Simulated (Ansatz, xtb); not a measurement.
# C3H11BFN: which of two isomers lies lower

We compare X, `CC(C)[NH2+][BH2-]F`, a singlet, with Y, `CCC[NH2+][BH2-]F`, a singlet. Both are isolated molecules in the gas phase, relaxed with PBE-D3(BJ)/def2-SVP, each in the lowest conformer that the search found.

**Question.** Which of the two would you expect CCSD(T)/def2-SVP + ΔMP2/def2-TZVPP electronic energies to favour?

**Answer.** Structure X; the calculation gives E(Y) − E(X) = +8.5 kJ/mol.

How the difference moves with the method:

```
                             level             geometry  E(Y) − E(X) (kJ/mol)  departure from the last row (kJ/mol)  job, with rough time for the two
                          GFN2-xTB             GFN2-xTB                   +11.3                                  +2.8              optimisation, 0.15 s
                         HF/STO-3G             GFN2-xTB                    +3.7                                  −4.7              single point, 0.32 s
                r2SCAN-D4/def2-SVP             GFN2-xTB                    +9.7                                  +1.2               single point, 3.7 s
               PBE-D3(BJ)/def2-SVP  PBE-D3(BJ)/def2-SVP                    +9.9                                  +1.4                optimisation, 37 s
                       HF/def2-SVP  PBE-D3(BJ)/def2-SVP                    +1.3                                  −7.1           part of the CCSD(T) run
                      MP2/def2-SVP  PBE-D3(BJ)/def2-SVP                   +10.2                                  +1.7           part of the CCSD(T) run
                  CCSD(T)/def2-SVP  PBE-D3(BJ)/def2-SVP                    +9.3                                  +0.9                      single point
CCSD(T)/def2-SVP + ΔMP2/def2-TZVPP  PBE-D3(BJ)/def2-SVP                    +8.5                                                      single point, 68 s
```

As drawn, both hold the same kinds of bond in the same numbers. Structure X has 2 methyl groups, Y 1.

HF/def2-SVP finds them nearly level. The largest departure from CCSD(T)/def2-SVP + ΔMP2/def2-TZVPP is that of HF/def2-SVP, 7.1 kJ/mol. The last row adds to CCSD(T) the change of the MP2 difference between the two basis sets, here −0.9 kJ/mol.

With thermal terms from frequencies at re-optimised GFN2-xTB minima (ideal gas, soft modes damped towards free rotors, one conformer each, 298.15 K, 1 atm): the zero-point term adds +1.0 kJ/mol; ΔH is +9.6 and ΔG +7.5 kJ/mol.

The correlated steps freeze 6 core orbitals. Codes used: Ansatz 0.2.0, xtb 6.7.1; the last row on 4 threads of Arm Neoverse V1 on a shared host.
